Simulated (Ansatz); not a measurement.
The first iterations of a band of AlGeH₅Te (8 atoms, charge 0, multiplicity 1).

Method: RKS B3LYP-D4/def2-mTZVP (Ansatz 0.2.0).

| Quantity | Value |
| --- | --- |
| movable images | 7 |
| climbing image | yes |
| spring | 5.0 eV/Å² |
| optimiser | quadratic models (default) |
| start path | through a guess of the saddle point |
| force threshold | 0.05 eV/Å |
| iteration limit | 60 |
| end points | relaxed |

First end point:

```xyz
8
Properties=species:S:1:pos:R:3
Ge -0.996 1.274 -0.160
Al 0.886 -0.325 0.015
Te 0.242 -2.759 0.379
H -2.360 0.585 0.058
H -1.049 1.951 -1.549
H -0.894 2.414 0.879
H 2.419 0.052 -0.076
H 1.843 -3.249 0.397
```

Last end point:

```xyz
8
Properties=species:S:1:pos:R:3
Ge -0.923 0.991 -0.107
Al -0.746 -1.443 0.315
Te -0.551 -3.742 0.717
H -2.400 1.415 -0.204
H -0.215 1.346 -1.427
H -0.254 1.772 1.040
H 2.589 0.163 -0.281
H 2.593 -0.558 -0.108
```

| iteration | highest image above the first end (eV) | largest band force component (eV/Å) |
| --- | --- | --- |
| 1 | 3.383 | 4.541 |
| 2 | 2.397 | 3.362 |
| 3 | 2.010 | 4.142 |
| 4 | 1.840 | 2.588 |
| 5 | 1.494 | 4.154 |
| 6 | 1.311 | 0.948 |

Problem. Does the band converge within its limit, and where does its top end?

Solution. The run converged. It ended after 19 iterations with the highest image 1.495 eV above the first end. A vibrational analysis at the climbing image gives one clearly imaginary mode, 1216i cm⁻¹: a first-order saddle point. The orbitals stay closed-shell, which can raise the energy where a bond breaks towards radicals; this wasn't checked here.

Run time: 6.5 min on 2 threads of AMD EPYC 7R43 64-Core Processor (Zen 3), with other jobs on the host, peak memory 0.29 GiB.
